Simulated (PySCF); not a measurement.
Correlation energy of Pm(50+) (promethium, charge +50)

[Ne] 3s1, 2S determinant. All numbers are calculated (PySCF 2.14, the spin-free X2C one-electron Hamiltonian (Gaussian nucleus), in an even-tempered Gaussian basis (17 s from 11 bohr⁻², ratio 2.5; 12 p from 15 bohr⁻², ratio 2.5; 4 d from 54 bohr⁻², ratio 2.7; 4 f from 81 bohr⁻², ratio 2.7)). Frozen: 1s2; 9 electrons correlated; the 20 highest virtual orbitals of each spin left out.

| level | correlation energy (mhartree) |
| --- | --- |
| CCSD | -342.68 |
| (T) | -0.08 |
| CCSD(T) | -342.76 |

Diagnostics: T1 = 5.5e-05, D1 = 0.0002, largest double amplitude 0.002.

Question: Is a single reference adequate?

Answer: Yes, within this model without spin-orbit coupling: T1 lies below 0.03 and no double amplitude reaches 0.07.

At this charge the one-electron X2C treatment keeps the bare 1/r₁₂, with no two-electron picture change or Breit term. The effect here is smaller than on the frozen 1s shell; and a scalar Hamiltonian misses the large spin-orbit splitting of the p shells, which matters for ns² → np² pairs.
